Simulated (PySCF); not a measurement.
Geometry:
| atom | x (Å) | y (Å) | z (Å) |
| --- | --- | --- | --- |
| C1 | 1.722 | -1.491 | 0.162 |
| O2 | 0.358 | -1.256 | -0.035 |
| Si3 | -0.391 | 0.203 | 0.266 |
| C4 | -2.167 | 0.031 | -0.266 |
| P5 | 0.621 | 1.821 | -0.970 |
| H6 | 1.931 | -2.557 | -0.018 |
| H7 | 2.045 | -1.252 | 1.193 |
| H8 | 2.348 | -0.903 | -0.536 |
| H9 | -0.293 | 0.513 | 1.730 |
| H10 | -2.633 | -0.825 | 0.247 |
| H11 | -2.740 | 0.937 | -0.016 |
| H12 | -2.235 | -0.138 | -1.351 |
| H13 | -0.238 | 2.836 | -0.443 |
| H14 | 1.644 | 2.074 | -0.004 |

Geometry: PBE0-D3(BJ)/def2-SVP; GIAO shifts from PySCF 2.14.0 with density-fitted response routines, gas phase, non-relativistic, averaged over equivalent atoms.

At KT3/pcSseg-1 (144 basis functions, 15 s wall time on 1 thread of an Arm Neoverse V2, shared host):
```json
{"atoms": "C1", "δ (ppm)": "53.7"}
{"atoms": "C4", "δ (ppm)": "0.4"}
{"atoms": "O2", "δ (ppm)": "28.1"}
{"atoms": "Si3", "δ (ppm)": "13.9"}
{"atoms": "P5", "δ (ppm)": "-249.3"}
{"atoms": "H9", "δ (ppm)": "5.68"}
{"atoms": "H6/H7/H8", "δ (ppm)": "3.55"}
{"atoms": "H13/H14", "δ (ppm)": "1.39"}
{"atoms": "H10/H11/H12", "δ (ppm)": "0.37"}
```

δ = σ(ref) − σ, references computed at the same level: $^{13}$C (σ = 182.31 ppm), $^{29}$Si (σ = 365.51 ppm), $^{1}$H (σ = 31.32 ppm) against TMS; H2O for $^{17}$O (σ = 329.03 ppm); $^{31}$P (σ = 332.35 ppm) against H3PO4.

Question: What do these become at mPW1PW91/pcSseg-1?

Answer: 
| atoms | δ at mPW1PW91/pcSseg-1 | change |
| --- | --- | --- |
| C1 | 53.2 | -0.5 |
| C4 | 0.3 | -0.1 |
| O2 | 16.4 | -11.7 |
| Si3 | 16.5 | +2.6 |
| P5 | -270.0 | -20.7 |
| H9 | 5.60 | -0.08 |
| H6/H7/H8 | 3.48 | -0.07 |
| H13/H14 | 1.46 | +0.07 |
| H10/H11/H12 | 0.37 | +0.00 |

δ = σ(ref) − σ, references computed at the same level: TMS for $^{13}$C (183.54 ppm) and $^{29}$Si (350.83 ppm) and $^{1}$H (31.32 ppm); $^{17}$O (333.30 ppm) against H2O; H3PO4 for $^{31}$P (308.48 ppm).

The largest change is at P5 (phosphorus bonded to Si, 2 H). Cost: 144 basis functions, 8.5 s wall time on 1 thread of an Arm Neoverse V2, shared host.

Experimental scales use liquid or dissolved standards, which lie at an offset from isolated H2O (liquid H2O: subtract about 36 ppm) and H3PO4.
